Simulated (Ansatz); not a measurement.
CH₄FNOSi (`OC1(F)N[SiH2]1`). Charge 0, multiplicity 1.

Cartesian coordinates in Å:
```
O 1.7926 -0.1814 0.3426
C 0.5823 0.2864 -0.0620
F 0.7066 1.5926 -0.4993
N -0.5437 0.1063 0.8097
Si -0.8492 -0.6874 -0.7001
H 1.9815 0.1739 1.2212
H -0.9625 0.9110 1.2549
H -1.7175 -0.0428 -1.7102
H -0.9900 -2.1584 -0.6567
```

(1) What are the harmonic wavenumbers in cm⁻¹ at PBE0-D4/def2-TZVP (Ansatz, finite differences of forces, unscaled)? (Estimate.)

(2) Is this a minimum?

(3) Give the ideal-gas thermochemistry at 298.15 K and 1 bar (rigid rotor, harmonic oscillator; point group C1, symmetry number 1).

(4) And at 400, 500, 600, 800 and 1000 K?

## Answers

(1) The calculation gave: 206, 222, 348, 415, 456, 533, 560, 642, 672, 721, 772, 943, 965, 1059, 1167, 1274, 1373, 2252, 2271, 3596, 3774.

(2) Yes, all 21 modes are real.

(3) Zero-point energy 144.9 kJ/mol; H(298) − E = 162.6 kJ/mol; entropy 314.3 J/(mol·K), of which translation 165.4, rotation 108.6, vibration 40.3; G(298) − E = 68.9 kJ/mol.

(4) 
```json
{"T (K)": "400", "H − E (kJ/mol)": "173.6", "S (J/mol/K)": "345.9", "G − E (kJ/mol)": "35.3"}
{"T (K)": "500", "H − E (kJ/mol)": "186.2", "S (J/mol/K)": "373.9", "G − E (kJ/mol)": "-0.8"}
{"T (K)": "600", "H − E (kJ/mol)": "200.0", "S (J/mol/K)": "399.1", "G − E (kJ/mol)": "-39.4"}
{"T (K)": "800", "H − E (kJ/mol)": "230.5", "S (J/mol/K)": "442.8", "G − E (kJ/mol)": "-123.7"}
{"T (K)": "1000", "H − E (kJ/mol)": "263.5", "S (J/mol/K)": "479.6", "G − E (kJ/mol)": "-216.1"}
```
